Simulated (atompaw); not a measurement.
**K (Z = 19) PAW (atompaw): all-electron and pseudo phase curves**

```
Element                 : potassium
Generator               : atompaw 4.2.0.5
Type                    : PAW
Functional              : PBE
Relativity              : scalar-relativistic
Frozen core             : [Ne]
Valence charge          : 9
Reference configuration : 3s2 3p6 4s1 4p0
Partial waves           : 3s (bound): rc 1.75 bohr; 4s (bound): rc 2.10 bohr; 3p (bound): rc 2.15 bohr; 4p (bound, empty): rc 2.45 bohr; 3d channel at -0.1 Ry: rc 2.45 bohr; 3d channel at 0.9 Ry: rc 2.45 bohr
Local potential         : bessel scheme, radius 1.70 bohr
Core correction         : smooth core density matched at 2.05 bohr
Augmentation charge     : sinc compensation charge, radius 2.00 bohr; PAW radius 2.45 bohr; waves and projectors: custom polynom2 7 10 vanderbiltortho
```

The phase is arctan(r·u′/u) with u = r·R(r), unwrapped; energies in Ry, scanned from -5 to 5 Ry. A pole is an energy at which the radial function vanishes at the test radius. The pseudo phase is shifted by a multiple of π to meet the all-electron one at the reference energy, and phase errors are pseudo minus all-electron; the curves can meet again beyond the range given. Levels narrower than the energy grid can be missing from the lists of poles.

```
channel  radius (bohr)  reference energy (Ry)  poles, all-electron  poles, pseudo  unbroken range about the reference energy with phases within 0.05 rad  phase error 1 Ry above the reference energy (rad)
      s           2.46                  -0.17          -2.41, 4.74    -2.41, 4.52                                                        the whole range                                             -0.003
      p           2.46                  -0.06                -1.05          -1.05                                                              below 1.6                                             +0.006
      d           2.46                  -0.10                 1.02           1.02                                                              below 2.6                                             -0.000
```

Phases in the p channel:

```
E (Ry)  all-electron  pseudo
 -5.00         1.373   1.375
 -4.52         1.360   1.362
 -4.04         1.343   1.345
 -3.56         1.321   1.323
 -3.08         1.288   1.291
 -2.60         1.233   1.236
 -2.12         1.104   1.106
 -1.64         0.217   0.220
 -1.16        -1.497  -1.497
 -0.68        -1.700  -1.699
 -0.20        -1.795  -1.795
  0.28        -1.884  -1.883
  0.76        -2.002  -2.000
  1.24        -2.214  -2.198
  1.72        -2.699  -2.618
  2.20        -3.593  -3.412
  2.68        -4.160  -4.028
  3.16        -4.397  -4.306
  3.64        -4.516  -4.444
  4.12        -4.589  -4.525
  4.60        -4.639  -4.579
```
